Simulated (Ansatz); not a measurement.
`C[SiH2][SiH](O)F` → `[CH2]` (triplet) + `O[SiH](F)[SiH3]` at 400 K and 1 bar (formal loss of a carbene).

Gas-phase electronic energies from Ansatz, PBE0-D4/def2-TZVP geometries. CBS: MP2 limit from def2 TZ/QZ plus the TZ coupled-cluster correction, frozen cores. This one scheme is used for every species. Triplets are unrestricted, without spin–orbit coupling. One conformer a species, not always the lowest.

```
           species  CCSD(T)/CBS energy (Eh)  H − E (kJ/mol)  S (J/(mol·K))
`C[SiH2][SiH](O)F`               -795.51430           249.7          420.7
 `[CH2]` (triplet)                -39.09499            59.0          205.7
 `O[SiH](F)[SiH3]`               -756.23815           165.6          373.8
```

H − E and S are ideal-gas, rigid-rotor, harmonic terms from PBE0-D4/def2-TZVP, for one conformer and one mirror image of each species, with the whole ground term of open shells counted as degenerate. 1 Eh = 2625.50 kJ/mol, R = 8.31446 J/(mol·K).

**Question.** By hand: ΔE, ΔH, ΔS and ΔG.

**Answer.** ΔE = (-39.09499) + (-756.23815) − (-795.51430) = 0.18116 Eh = 475.6 kJ/mol. Δ(H − E) = 59.0 + 165.6 − 249.7 = -25.1, so ΔH = 450.5 kJ/mol. ΔS = 205.7 + 373.8 − 420.7 = 158.8 J/(mol·K). ΔG = 450.5 − 400 × (158.8)/1000 = 387.0 kJ/mol.

**Question.** By hand: the equilibrium constant, and the temperature at which ΔG would vanish if ΔH and ΔS stayed fixed.

**Answer.** log₁₀ K = −ΔG/(RT ln 10) = -50.5. ΔG = 0 at ΔH/ΔS = 2837 K, far beyond where these terms or the molecules hold.

The number of gas molecules changes by +1, which sets the sign of ΔS. A doubt of 5 kJ/mol in ΔE shifts log₁₀ K by 0.7 here. Other conformers and mirror images would add mixing entropy, several J/(mol·K) or more a flexible species. Modes under 60 cm⁻¹, often nearly free rotors, make the harmonic entropy too high. A triplet takes part, so the spin changes. These are equilibria of isolated gas molecules and say nothing of rates. Largest T1 diagnostic: 0.013 (customary marks: 0.02 for closed shells, 0.045 for open ones).
